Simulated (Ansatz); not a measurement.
Born–Oppenheimer molecular dynamics of Cl$_{4}$FH$_{2}$OTa (9 atoms, charge 0, multiplicity 1). It starts at the highest image of a converged band. Of that band: Neighbouring images differ by up to 1.5 eV, so the band resolves the path poorly. A vibrational analysis at the climbing image gives one clearly imaginary mode, 1338i cm⁻¹: a first-order saddle point.

Theory: RHF/def2-SVP in Ansatz 0.2.0.

```json
{
  "ensemble": "NVE (velocity Verlet)",
  "time step": "0.5 fs",
  "steps asked": "200",
  "starting velocities drawn for": "100 K",
  "seed": "6100"
}
```

First frame:

```xyz
9
Properties=species:S:1:pos:R:3
Ta 0.025 0.143 0.117
O 2.057 0.083 0.223
H 2.570 -0.604 0.634
Cl 0.094 -0.877 2.247
Cl 0.264 1.144 -1.980
Cl -2.018 1.123 0.537
F -0.402 -1.470 -0.654
Cl 1.195 2.382 1.174
H 2.078 1.298 0.755
```

Problem. How far do the bonds stretch over the last three quarters of this one trajectory? (Pairs bonded in most of those frames.)

Solution. 
```
   bond  mean (Å)  spread (Å)  shortest  longest
 Ta1–O2     1.878       0.048      1.82     2.01
Ta1–Cl4     2.382       0.010      2.37     2.40
Ta1–Cl5     2.371       0.033      2.31     2.41
Ta1–Cl6     2.367       0.017      2.33     2.39
 Ta1–F7     1.829       0.007      1.82     1.84
Ta1–Cl8     3.037       0.199      2.75     3.39
  O2–H3     0.947       0.008      0.93     0.96
 Cl8–H9     1.281       0.030      1.23     1.33
```

Mean temperature of the second half: 551 K. The conserved energy stayed within 0.051 meV per atom of its start (net change -0.045 meV per atom), so the integration is sound. The kinetic energy rose, since the run started high on the potential surface and went downhill. A run of 0.1 ps of so small a system gives no equilibrium averages. The orbitals stay closed-shell, which can raise the energy where a bond breaks towards radicals; this wasn't checked here.

The run took 2.8 min on 4 threads of AMD EPYC 9R45 96-Core Processor (Zen 5) (shared host), peak memory 0.48 GiB.
